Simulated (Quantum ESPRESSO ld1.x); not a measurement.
Os XXVII, 50 electrons, occupied as [Kr] 4d10 4f4. Calculated with ld1.x of Quantum ESPRESSO 7.5: non-relativistic Kohn-Sham, PBEsol, spin-unpolarised, spherical densities, point nucleus; relativity is left out, which matters for an element this heavy.

Normalised radial functions P(r) = r R(r), r in bohr:

r              4s      4f
0.002158   0.1976  0.0000
0.00281    0.2441  0.0000
0.003658   0.2965  0.0000
0.004726   0.3501  0.0000
0.006154   0.4026  0.0000
0.008013   0.4420  0.0000
0.01043    0.4526  0.0001
0.01359    0.4133  0.0004
0.01769    0.3006  0.0010
0.02304    0.0979  0.0026
0.02976   -0.1776  0.0064
0.03875   -0.4901  0.0157
0.05045   -0.7138  0.0372
0.06569   -0.6844  0.0834
0.08554   -0.2822  0.1755
0.1114     0.4099  0.3418
0.145      1.0008  0.6066
0.1874     0.9633  0.9512
0.244      0.0850  1.3272
0.3177    -1.1381  1.5828
0.4137    -1.7913  1.5665
0.5386    -1.4916  1.2393
0.7014    -0.7460  0.7430
0.9133    -0.2154  0.3112
1.18      -0.0344  0.0851
1.536     -0.0023  0.0120
2         -0.0001  0.0007
2.605     0.0000  0.0000

4s: eigenvalue -1294.4 eV, 3 radial nodes at r = 0.0254, 0.0960, 0.249 bohr, <r> = 0.448 bohr, 90 % of the charge inside 0.636 bohr. 4f: eigenvalue -827.30 eV, 0 radial nodes, <r> = 0.429 bohr, 90 % of the charge inside 0.652 bohr.
